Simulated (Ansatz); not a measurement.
One geometry of Ru₃H₄, several levels of theory.

```yaml
crystal:
  periodic: [false, false, false]
  atoms:
    - {symbol: Ru, position_ang: [0.104719, 1.040667, -0.850092]}
    - {symbol: Ru, position_ang: [-1.419273, -0.232106, 0.454857]}
    - {symbol: Ru, position_ang: [0.534393, -1.110181, -0.578363]}
    - {symbol: H, position_ang: [-0.717762, -1.878714, 0.393698]}
    - {symbol: H, position_ang: [1.719630, -1.011309, 0.471321]}
    - {symbol: H, position_ang: [1.160967, 1.698495, 0.135073]}
    - {symbol: H, position_ang: [-1.382674, 1.493139, -0.026494]}
basis:
  gaussian: {orbitals: def2-TZVP, initial_orbitals: start.molden}
hamiltonian: {xc: {name: PBE-QIDH}}
scf: {omitted_lower_state_checks: [starts]}
```

The file start.molden holds the orbitals of an earlier run on this structure, at another level or in another basis.

```sh
$ ansatz run in.yaml --threads 4 --pin off --events-out ev --progress --plain --max-ram 3916MiB
```

Shortened log:

```
Functional definition: PBE-QIDH
  name "PBE-QIDH"
  cite "Brémond, Sancho-García, Pérez-Jiménez & Adamo, J. Chem. Phys. 141, 031101 (2014) doi:10.1063/1.4890314"
  cite "Perdew, Burke & Ernzerhof, Phys. Rev. Lett. 77, 3865 (1996) doi:10.1103/PhysRevLett.77.3865"
  parameter a = 3^(-1/3)
  parameter c = 1/3
  exchange = (1 - a)*pbe_x + a*exact_x
  correlation = (1 - c)*pbe_c + c*(mp2_os + mp2_ss)
these checks for a lower state are left out or cut short: starts
1311 factors; integrals over basis functions are off by at most 8.2e-4 eV
mean field evaluation 1: about -7777.1922 eV, gradient 9.8e0 eV
mean field evaluation 2: about -7778.2114 eV, gradient 4.0e0 eV
mean field evaluation 4: about -7778.8125 eV, gradient 2.1e0 eV
mean field evaluation 8: about -7779.2752 eV, gradient 4.9e-1 eV
mean field evaluation 16: about -7779.3256 eV, gradient 1.9e-6 eV
mean field -7779.32562489 eV, -285.8849436985 hartree, gradient 2.2e-6 eV, S^2 0.000000; 0 other end points of the search recorded, 0 dependent functions left out; unrestricted orbitals would lower it
reference -7779.32564381 eV, -285.8849443937 hartree; 26, 26 occupied and 118, 118 virtual orbitals, 1311 factors
second order -56.06257772 eV of doubles, -0.00000000 eV of singles
Total energy: -7798.01316972 eV, -286.5716983040 hartree
Checks for a lower state left out: starts
```

Hardware: 4 threads of Arm Neoverse V1 on a shared host. Wall time 9.5 s.

First input, but with `hamiltonian: {xc: {name: B2PLYP}}` (abridged; 9 s):

```
Functional definition: B2PLYP
mean field evaluation 16: about -7781.4847 eV, gradient 8.2e-3 eV
mean field -7781.48474735 eV, -285.9642899853 hartree, gradient 3.4e-6 eV, S^2 0.000000; unrestricted orbitals would lower it
second order -62.99590520 eV of doubles, -0.00000000 eV of singles
Total energy: -7798.49381164 eV, -286.5893615688 hartree
Checks for a lower state left out: starts
```

First input, but with `hamiltonian: {xc: pbe0, dispersion: d4}`, `output: {orbitals: {seedname: orbitals}}` (abridged; 7.5 s):

```
Functional definition: PBE0
mean field evaluation 16: about -7807.1335 eV, gradient 3.4e-5 eV
mean field -7807.13349551 eV, -286.9068640948 hartree, gradient 1.4e-5 eV, S^2 0.000000
Total energy: -7807.40648558 eV, -286.9168962948 hartree
Checks for a lower state left out: starts
```

First input, but with `hamiltonian: {xc: pbe, dispersion: d4}`, `output: {forces: true, orbitals: {seedname: orbitals}}` (abridged; 2.5 s):

```
Functional definition: PBE
mean field -7813.03698425 eV, -287.1238133045 hartree, gradient 1.9e-5 eV, S^2 0.000000
Total energy: -7813.36028853 eV, -287.1356945177 hartree
Atom 0 force    -0.002361    -0.009108     0.001031 eV/Å
Atom 1 force     0.009831    -0.002823    -0.003409 eV/Å
Atom 2 force    -0.008153     0.016388     0.000709 eV/Å
Atom 3 force    -0.000561     0.002461     0.000973 eV/Å
Atom 4 force     0.000292    -0.002473     0.001572 eV/Å
Atom 5 force     0.002863    -0.001909     0.001182 eV/Å
Atom 6 force    -0.001911    -0.002535    -0.002058 eV/Å
Dipole moment:    -0.115415    -0.048311    -0.153140 e Å
Checks for a lower state left out: starts
```

The first input with `hamiltonian: {xc: r2scan, dispersion: d4}`, `output: {orbitals: {seedname: orbitals}}` (abridged; 5 s):

```
Functional definition: r2SCAN
mean field -7813.26477329 eV, -287.1321843974 hartree, gradient 7.2e-6 eV, S^2 0.000000
Total energy: -7813.33130537 eV, -287.1346294062 hartree
Checks for a lower state left out: starts
```

Geometry: PBE-D4/def2-TZVP.

In the def2 sets Ru takes a core potential; there is no spin–orbit coupling. Correlated methods freeze no core orbitals; core or outer-core shells of Ru are correlated, in sets that lack core-valence functions. At PBE-QIDH/def2-TZVP, B2PLYP/def2-TZVP the restricted singlet (for correlated methods, its reference) is unstable: a solution with broken spin symmetry lies lower. The restricted singlet is unstable towards broken spin symmetry at other levels; at PBE0-D4/def2-TZVP, PBE-D4/def2-TZVP, r2SCAN-D4/def2-TZVP this wasn't settled. At PBE-D4/def2-TZVP an occupied level of the charge 0 singlet lies above an empty one (by up to 0.17 eV), so this SCF solution is probably not the lowest. No other spin state of charge 0 was run. The geometry of the singlet was relaxed on an unsound state (an occupied level 0.17 eV above an empty one). Another isomer (triplet) lies 0.93 eV lower at PBE0-D4/def2-TZVP; other spin states weren't run for this one.
